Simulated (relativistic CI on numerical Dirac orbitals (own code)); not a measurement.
Calculated at this level of theory: Dirac-Coulomb-Breit CI, KLI orbitals optimised for each configuration, model QED (radiative potential, 1s self-energy scaled to tabulated hydrogen-like ionisation energies), unscaled Slater integrals (own radial code, finite nucleus).

The strongest absorption lines from the ground level of an ion, among the configurations computed and to levels below about 7340 eV (vacuum wavelength in nm, gf): 0.22951 (0.092), 0.23373 (0.07), 0.31597 (0.26), 0.32410 (0.0081), 0.33271 (0.26), 0.75224 (0.00041), 1.8597 (0.65), 7.3300 (0.052).

(1) Which ion is it?
A. Th⁷⁸⁺
B. Hf⁶⁰⁺
C. Pt⁶⁶⁺
D. Dy⁵⁴⁺

Answers

(1) C. Pt⁶⁶⁺ has 12 electrons and the ground level 3s2 1S_0; the strongest line goes to 3s 3p 1P°_1. The pattern of lines fixes the number of electrons, and along that sequence the line energies rise steadily with the charge (about as its square where n changes within one kind of shell, about linearly where n is kept but much faster in heavy ions where fine structure, which grows about as Z⁴, sets the gap, and irregularly where shells cross), which fixes Z. Configurations outside the model, such as inner-shell arrays, can give stronger lines. At this charge energies of transitions that change n are usually good to better than 1 %, and those within a shell (Δn = 0) to a few per cent.

LS names give the leading component of a level, which can be under half, so a name can repeat, a term be missing and a line seem to break the LS rules.
